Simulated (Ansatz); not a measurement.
A trace of molecular dynamics of CH₆B₂SSi (11 atoms, charge 0, multiplicity 1).

All numbers below come from RKS B3LYP-D4/def2-SVP in Ansatz.

```yaml
ensemble: NVE (velocity Verlet)
starting_velocities_drawn_for: 100 K
seed: 10565
```

| time (fs) | T (K) | potential energy less start (eV) | conserved less start (meV/atom) |
| --- | --- | --- | --- |
| 0 | 100 | 0.000 | 0.00 |
| 4 | 55 | 0.052 | 0.04 |
| 8 | 47 | 0.062 | 0.03 |
| 12 | 50 | 0.058 | 0.03 |
| 16 | 67 | 0.039 | 0.02 |
| 20 | 59 | 0.048 | 0.03 |
| 24 | 85 | 0.018 | 0.03 |
| 28 | 149 | -0.056 | 0.06 |
| 32 | 379 | -0.324 | 0.04 |
| 36 | 829 | -0.848 | 0.02 |
| 40 | 1369 | -1.477 | -0.06 |
| 44 | 1541 | -1.678 | -0.11 |
| 48 | 1190 | -1.269 | -0.04 |
| 52 | 827 | -0.845 | 0.03 |
| 56 | 1036 | -1.089 | 0.04 |
| 60 | 1592 | -1.738 | -0.17 |
| 64 | 1280 | -1.373 | -0.04 |
| 68 | 927 | -0.963 | -0.02 |
| 72 | 1019 | -1.069 | 0.00 |
| 76 | 1308 | -1.406 | -0.09 |
| 80 | 1370 | -1.478 | -0.04 |
| 84 | 1471 | -1.597 | -0.16 |
| 88 | 860 | -0.883 | 0.10 |
| 92 | 916 | -0.950 | -0.06 |
| 96 | 1211 | -1.293 | -0.02 |

Q: Is this trajectory sound?

A: The conserved energy stayed within 0.2 meV per atom of its start (net change -0.08 meV per atom), so the integration is sound. The kinetic energy rose, since the run started high on the potential surface and went downhill. A run of 0.1 ps of so small a system gives no equilibrium averages. The orbitals stay closed-shell, which can raise the energy where a bond breaks towards radicals; this wasn't checked here. The time step was 0.5 fs.

Run time: 10 min on 2 threads of AMD EPYC 7R13 Processor (Zen 3), with other jobs on the host, peak memory 0.26 GiB.
